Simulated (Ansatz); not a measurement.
Reaction (ligand exchange at the Si–F bond): `NC(=O)[SiH2]F` + HCl → `NC(=O)[SiH2]Cl` + H–F

Isolated molecules relaxed with PBE0-D4/def2-TZVP in Ansatz; ΔE leaves out vibrations. CCSD(T)/CBS is the MP2 limit (def2-TZVPP, def2-QZVPP) plus CCSD(T) − MP2 in def2-TZVPP, frozen cores. This one scheme is used for every species. DFT in def2-TZVPP. B3LYP here is the variant with VWN-RPA as its local correlation; programs differ in this. One conformer a species, not always the lowest.

(1) Is it downhill or uphill in electronic energy at CCSD(T)/CBS, and by how much? (Estimate.)

(2) What do these levels give: PBE-D4, B3LYP-D4, ωB97X-V, ωB97M-V, B2PLYP, HF/def2-TZVPP, MP2/def2-TZVPP, SCS-MP2/def2-TZVPP, CCSD/def2-TZVPP, HF/def2-QZVPP, SCS-MP2/def2-QZVPP, MP2/CBS(def2)? (Estimate.)

Largest T1 diagnostic among the species: 0.015.

Results:

(1) Computed: Uphill: ΔE = +0.32 eV.

(2) The calculation gave: PBE-D4 0.26, B3LYP-D4 0.37, ωB97X-V 0.37, ωB97M-V 0.36, B2PLYP 0.41, HF/def2-TZVPP 0.50, MP2/def2-TZVPP 0.32, SCS-MP2/def2-TZVPP 0.39, CCSD/def2-TZVPP 0.40, HF/def2-QZVPP 0.52, SCS-MP2/def2-QZVPP 0.36, MP2/CBS(def2) 0.27 eV.

The D4 term adds −0.06 eV with B3LYP and −0.03 eV with PBE0; it sums over pairs of atoms, weighted by their polarisabilities, and B3LYP, whose exchange is more repulsive, gets the larger term. In def2-TZVPP, CCSD(T) changes the Hartree–Fock value by −0.13 eV (the triples alone add −0.03 eV) and MP2 by −0.18 eV.
